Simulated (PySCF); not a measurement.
## Radial density of C (carbon, neutral)

B3LYP, [He] 2s2 2p2, high-spin 3P determinant. Computed with PySCF 2.14 in def2-SVP (3s2p1d, 14 functions), with the non-relativistic Hamiltonian (point nucleus).

| r (bohr) | 4πr²ρ (e/bohr) | 4πr²(ρα − ρβ) |
| --- | --- | --- |
| 0.00455 | 0.02960 | 0.0001 |
| 0.00765 | 0.08257 | 0.0002 |
| 0.0129 | 0.2249 | 0.0005 |
| 0.0216 | 0.5797 | 0.0013 |
| 0.0364 | 1.363 | 0.0030 |
| 0.0612 | 2.888 | 0.0064 |
| 0.103 | 4.982 | 0.0124 |
| 0.173 | 6.268 | 0.0316 |
| 0.291 | 4.642 | 0.1221 |
| 0.490 | 1.916 | 0.4033 |
| 0.825 | 1.844 | 0.9302 |
| 1.39 | 2.300 | 1.0571 |
| 2.33 | 0.9742 | 0.4751 |
| 3.92 | 0.1045 | 0.0662 |
| 6.60 | 0.0001551 | 0.0001 |
